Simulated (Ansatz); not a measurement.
Mulliken charges of `[Cl][Al@H-]1[Br+][Al@@H-]([Cl])[Br+]1` from PBE/def2-TZVPP in Ansatz (PBE0-D4/def2-TZVP geometry).

```json
{"atom": "Cl1", "x (Å)": "1.900", "y (Å)": "-0.074", "z (Å)": "-2.500", "charge (e)": "-0.214"}
{"atom": "Al2", "x (Å)": "1.627", "y (Å)": "-0.045", "z (Å)": "-0.428", "charge (e)": "0.437"}
{"atom": "Br3", "x (Å)": "0.006", "y (Å)": "-1.778", "z (Å)": "0.167", "charge (e)": "-0.109"}
{"atom": "Al4", "x (Å)": "-1.547", "y (Å)": "0.045", "z (Å)": "0.659", "charge (e)": "0.437"}
{"atom": "Cl5", "x (Å)": "-3.034", "y (Å)": "0.067", "z (Å)": "-0.812", "charge (e)": "-0.214"}
{"atom": "Br6", "x (Å)": "0.094", "y (Å)": "1.778", "z (Å)": "0.128", "charge (e)": "-0.109"}
{"atom": "H7", "x (Å)": "2.810", "y (Å)": "-0.063", "z (Å)": "0.594", "charge (e)": "-0.114"}
{"atom": "H8", "x (Å)": "-1.857", "y (Å)": "0.070", "z (Å)": "2.192", "charge (e)": "-0.114"}
```

Question: By hand: the dipole of these point charges (1 e Å = 4.8032 D).

Answer: Σ q r = (0.158, 0.001, 0.460) e Å, of length 0.486 e Å = 2.33 D.

Question: How does the dipole of the full density compare? (Best estimate.)

Answer: Computed: (0.110, 0.000, 0.322) e Å, 1.63 D; the point charges give 1.43 times that, at 0° from its direction.

Point charges leave out the atoms' own dipoles, such as those of lone pairs, and Mulliken's split depends on the basis, so the two needn't agree.
